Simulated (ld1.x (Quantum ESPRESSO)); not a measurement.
## O: one change to an ultrasoft potential, before and after

ld1.x (Quantum ESPRESSO) 7.5 input, shortened:

```
&input
   title='O', zed=8., rel=1, dft='PBE', iswitch=3,
   config='[He] 2s2 2p4 3d-2'
 /
 &inputp
   pseudotype=3, tm=.true., lloc=-1, rcloc=1.05,
   nlcc=.false.
 /
6
2S  1  0   2.00   0.00  0.70  0.75  0.0
2S  1  0   0.00   2.10  0.70  0.75  0.0
2P  2  1   4.00   0.00  0.95  1.15  0.0
2P  2  1   0.00  -0.35  0.95  1.15  0.0
3D  3  2  -2.00  -0.20  0.95  1.15  0.0
3D  3  2  -2.00   1.30  0.95  1.15  0.0
 &test
   configts(1)='2s2 2p4'
 /
```

Change: all radii scaled by about 0.94 (s 0.70, p 1.08, d 1.08 bohr, rcut 0.66/0.90/0.90); local potential all-electron potential smoothed inside 0.98 bohr (lloc = -1).

Cutoffs: the cutoffs (Ry, on a coarse ladder) from which the occupation-weighted sum of valence levels, in a spherical-Bessel basis at the reference potential, stays within 10 and 1 mRy of its value at 400 Ry; they do not see the model core or the augmentation charge, which bear on the density cutoff. Errors are all-electron minus pseudo energies relative to the spin-unpolarised reference configuration.

Predict the effect on cutoff, ghosts and configuration errors.

The potential gets harder (55 Ry and 100 Ry → 70 Ry and 120 Ry); of the 7 tests that both files solve, the error grows in 1 and shrinks in 0 by more than 15 % and 0.3 meV (median size 27.7 → 26.1 meV); neither file shows a bound ghost. A smaller radius makes the pseudo-wave follow the all-electron one further in, where it bends more sharply, so more plane waves are needed.

```csv
quantity,base,changed
"cutoff, loose",55 Ry,70 Ry
"cutoff, tight",100 Ry,120 Ry
loose cutoff by channel (10 mRy a level),"s 45 Ry, p 45 Ry","s 55 Ry, p 50 Ry"
bound ghosts,none,none
"error for 2s2 2p3, meV [ΔE 16.43 eV]",+2.2,+2.1
"error for 2s2 2p2, meV [ΔE 50.02 eV]",+28,+26
"error for 2s2 2p1, meV [ΔE 103.89 eV]",+151,+140
"error for 2s1 2p4, meV [ΔE 31.66 eV]",+1.6,+2.4
"error for 2s0 2p6, meV [ΔE 29.94 eV]",+35,+35
"error for 2s2 2p0, meV [ΔE 180.79 eV]",+628,+585
"error for 2s2 2p3.5, meV [ΔE 6.29 eV]",+0.1,+0.1
lowest overlap eigenvalue by channel,"s 0.25, p 0.97, d 0.91","s 0.11, p 0.97, d 0.90"
```
